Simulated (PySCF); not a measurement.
Atoms are numbered as in `[CH:1]#[C:2][c:3]1[cH:4][cH:5][n:6][n:7][n:8]1`. Each H is labelled by its parent atom.

A single conformation, no solvent, non-relativistic. Geometry from GFN2-xTB; GIAO PBE0/pcSseg-1 shieldings; B3LYP/pcJ-1 coupling constants (spin–dipole term only in couplings to heteroatoms); PySCF 2.14.0 with density-fitted response routines.

Question: List the cross peaks expected in HSQC, COSY and HMBC spectra.

Answer: 

HSQC (one-bond C–H):
| δH | δC | 1J(C,H) (Hz) |
| --- | --- | --- |
| 9.24 (H(C5)) | 152.4 (C5) | 195 |
| 7.39 (H(C4)) | 127.4 (C4) | 180 |
| 3.42 (H(C1)) | 98.1 (C1) | 272 |

COSY cross peaks (|J| ≥ 2 Hz):
| δH | δH | abs. J (Hz) | bonds |
| --- | --- | --- | --- |
| 9.24 (H(C5)) | 7.39 (H(C4)) | 6.1 | 3 |

HMBC (two and three bonds, |J| ≥ 2.5 Hz):
| δH | δC [abs. J in Hz] |
| --- | --- |
| 9.24 (H(C5)) | 148.7 (C3) [5.3], 127.4 (C4) [7.3] |
| 7.39 (H(C4)) | 85.1 (C2) [3.9] |
| 3.42 (H(C1)) | 148.7 (C3) [4.8], 85.1 (C2) [52.2] |

References, each an isolated molecule treated in the same way: 1H, 13C against TMS.

Unscaled 3J(H,H) at this level run about 10 % above measured values. Shifts are as computed. Against solution values, carbons near 30 ppm lie about +3 ppm off and those near 130 ppm about +5 ppm. Of 1211 compounds with measured shifts, 218 miss one by over three times the rms of a fit or turn the order of signals round; such compounds aren't used in these exercises.
